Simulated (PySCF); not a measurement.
Species: C3H5NO2Si.
InChI=1S/C3H5NO2Si/c4-2-1-3(5)6-7/h1H2,7H3

Torsions of this conformer, `[N:1]#[C:2][CH2:3][C:4](=[O:5])[O:6][SiH3:7]`: C2–C3–C4–O5 -126°, C3–C4–O6–Si7 -178°.

The closed-shell ground state was solved at several levels (PySCF, density fitting, gas phase, non-relativistic). The structure is a single GFN2-xTB conformer in the gas phase; no vibrational or solvent corrections.

```json
{"level": "CAM-B3LYP/def2-SVPD", "basis functions": "190", "total energy (Eh)": "-611.5970", "HOMO (eV)": "-10.27", "LUMO (eV)": "0.34", "gap (eV)": "10.61", "dipole (D)": "3.08"}
{"level": "PBE0/pcSseg-1", "basis functions": "151", "total energy (Eh)": "-611.5102", "HOMO (eV)": "-8.73", "LUMO (eV)": "-0.68", "gap (eV)": "8.05", "dipole (D)": "3.09"}
```

Problem. What might PBE0/def2-SVPD (190 basis functions) give for the same quantities?

Solution. Total energy -611.2398 Eh, HOMO -8.80 eV, LUMO -0.83 eV, gap 7.97 eV, dipole 3.07 D.

Problem. Over all these levels, which gives the widest orbital gap and which the narrowest?

Solution. CAM-B3LYP/def2-SVPD (range-separated hybrid) has the widest, 10.61 eV, and PBE0/def2-SVPD (global hybrid, 25 % exact exchange) the narrowest, 7.97 eV. The two share the basis. From the narrowest to the widest the HOMO moves by -1.47 eV and the LUMO by +1.17 eV.

Problem. How far do the dipole and the HOMO energy spread over the levels?

Solution. The dipole runs from 3.07 to 3.09 D (mean 3.08 D) and the HOMO from -10.27 to -8.73 eV.
